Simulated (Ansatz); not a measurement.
Te(Br)(SMe) (CH₃BrSTe), SMILES CS[Te]Br.

Coordinates come from a B3LYP-D3(BJ)/def2-SVP optimisation. The structure was generated by enumeration, and PubChem lists no compound with its InChIKey, so it may never have been made. The def2 effective core potentials stand for the cores of Te; spin–orbit coupling is left out. Other conformers were not sampled.

Two levels are set side by side: PBE/def2-SVPD (Ansatz, a quantum-chemistry and plane-wave program) and PBE0/def2-SVPD (Ansatz). Energy differences of separate SCF runs at the same geometry; the states with an electron removed or added have multiplicity 2 and 2. Differences are taken from unrounded values.

| quantity | PBE |
|---|---|
| vertical ionisation energy (eV) | 8.23 |
| vertical electron affinity (eV) | 1.15 |
| vertical singlet–triplet gap (eV) | 1.73 |

These are the PBE values. What does PBE0 give? (An estimate is asked for; the answer gives what the named calculation found.)


```json
[
 {"quantity": "vertical ionisation energy (eV)", "PBE0": "8.48", "PBE minus PBE0": "-0.25"},
 {"quantity": "vertical electron affinity (eV)", "PBE0": "1.23", "PBE minus PBE0": "-0.09"},
 {"quantity": "vertical singlet–triplet gap (eV)", "PBE0": "1.77", "PBE minus PBE0": "-0.04"}
]
```
